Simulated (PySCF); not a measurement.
Compound: C7H8O2S2.
SMILES with atom numbers: `[CH3:1][O:2][C:3](=[O:4])[c:5]1[cH:6][c:7]([S:8][CH3:9])[cH:10][s:11]1` (hydrogens: H12, H13, H14 on C1; H15 on C6; H16, H17, H18 on C9; H19 on C10)

Computed by this run: PBE0-D3(BJ)/def2-SVP geometry optimisation, gas phase in PySCF 2.14.0; density fitting, grid level 1; the optimiser is geomeTRIC in internal coordinates, started from a GFN2-xTB structure with every atom displaced at random (about 0.01 Å).

Step 0: E = -33118.7988 eV
```
atom  x, y, z in Å  |  force x, y, z in eV/Å
C1     -4.0475    0.2308   -0.5368   -0.847   1.518  -0.106
O2     -2.7698   -0.2244   -0.8408    0.140  -0.173   0.115
C3     -1.7618    0.3067   -0.1570    1.431   0.279   0.493
O4     -1.8206    1.1691    0.6897   -0.544  -0.320  -0.365
C5     -0.4734   -0.2906   -0.5618   -0.435   0.211   0.139
C6      0.7589    0.0333   -0.0438   -0.110  -0.624  -0.576
C7      1.8048   -0.7246   -0.6380    0.211   0.363   0.379
S8      3.5262   -0.6262   -0.2645   -0.096   0.276   0.346
C9      3.5558    0.7139    0.9860   -0.324  -0.307  -1.563
C10     1.3180   -1.5896   -1.5797   -0.379  -0.331  -0.412
S11    -0.3885   -1.5070   -1.7621    0.431  -0.132  -0.083
H12    -4.5941    0.3559   -1.4785   -0.049  -0.079  -0.122
H13    -4.6052   -0.4535    0.0921   -0.070  -0.571   0.368
H14    -4.0202    1.2228   -0.0233    0.135  -0.539  -0.220
H15     0.8792    0.7567    0.7278    0.028   0.689   0.653
H16     2.9815    0.4438    1.8516   -0.456  -0.172   0.755
H17     3.1870    1.6382    0.5210   -0.022   0.074   0.160
H18     4.5942    0.8313    1.2395    0.766   0.106   0.267
H19     1.8934   -2.2738   -2.1845    0.191  -0.266  -0.227
```

Step 1: E = -33118.9033 eV
```
atom  x, y, z in Å  |  force x, y, z in eV/Å
C1     -4.0706    0.3232   -0.5668    0.298  -0.281   0.043
O2     -2.7698   -0.1483   -0.8939    0.135   0.045  -0.067
C3     -1.7458    0.2462   -0.1114   -0.655  -0.302  -0.169
O4     -1.8801    0.9618    0.8449    0.179   0.270   0.186
C5     -0.4764   -0.3331   -0.5519    0.223  -0.045  -0.056
C6      0.7529   -0.0233   -0.0149    0.002   0.135   0.140
C7      1.8134   -0.7573   -0.6093    0.007  -0.061  -0.046
S8      3.5217   -0.6534   -0.2062   -0.001  -0.013  -0.049
C9      3.5427    0.7501    0.9184    0.042  -0.083   0.243
C10     1.3476   -1.6232   -1.5825    0.012   0.078   0.030
S11    -0.3466   -1.5287   -1.7848   -0.092   0.004   0.011
H12    -4.6054    0.4773   -1.5102   -0.030   0.024  -0.044
H13    -4.5945   -0.4360    0.0359   -0.008   0.035  -0.018
H14    -3.9962    1.2485    0.0097   -0.062   0.186   0.063
H15     0.8504    0.7175    0.7824   -0.012  -0.098  -0.079
H16     2.9788    0.5303    1.8423    0.094   0.076  -0.117
H17     3.1551    1.6618    0.4443   -0.013   0.030  -0.031
H18     4.6011    0.9060    1.1817   -0.106  -0.006  -0.022
H19     1.9395   -2.3065   -2.1908   -0.011   0.006  -0.017
```

Question: Estimate the geometry and energy of step 2. (The exact step hangs on the optimiser's Hessian estimate; all steps are aligned on step 1, rigid shifts and turns removed.)

Answer: E = -33118.8983 eV, largest force 0.608 eV/Å
```
atom  x, y, z in Å  |  force x, y, z in eV/Å
C1     -4.0647    0.2943   -0.5936    0.008  -0.062   0.004
O2     -2.7567   -0.1752   -0.8744   -0.192   0.324   0.431
C3     -1.7664    0.2541   -0.0742    0.529  -0.098  -0.282
O4     -1.8539    1.0227    0.8496   -0.509  -0.061  -0.150
C5     -0.4918   -0.3238   -0.5127    0.204  -0.129   0.070
C6      0.7441   -0.0120    0.0100   -0.044   0.007   0.016
C7      1.7971   -0.7395   -0.6077   -0.026  -0.004  -0.040
S8      3.5136   -0.6476   -0.2341   -0.008   0.010   0.003
C9      3.5721    0.7343    0.9197   -0.019  -0.014   0.018
C10     1.3148   -1.5912   -1.5844    0.063  -0.071  -0.008
S11    -0.3844   -1.5192   -1.7460    0.032   0.065  -0.028
H12    -4.5787    0.4015   -1.5567   -0.032   0.022   0.012
H13    -4.5985   -0.4426    0.0263   -0.011   0.011   0.004
H14    -4.0256    1.2531   -0.0585    0.006   0.001  -0.025
H15     0.8507    0.7191    0.8103    0.002   0.001  -0.001
H16     3.0320    0.5121    1.8517   -0.004   0.003  -0.010
H17     3.1823    1.6573    0.4667   -0.001   0.000  -0.002
H18     4.6347    0.8783    1.1589   -0.002  -0.002  -0.010
H19     1.8973   -2.2627   -2.2144    0.005  -0.003  -0.002
```

The energy changes by +0.0050 eV. The first-order estimate −F·Δx gives -0.0376 eV and the mean of the old and new forces, exact on a quadratic surface, +0.0062 eV. The step makes an angle of 81° with the force vector and moves no atom by more than 0.093 Å. The energy falls at the start of this step and ends higher, so the step passed the lowest point of its straight line.

The cost below is that of the whole optimisation. The run took 14 min on Intel Xeon at 2.50 GHz, one thread, no GPU, shared host with 64 logical CPUs at a one-minute load of 58, and the process peaked at 0.91 GiB of memory.
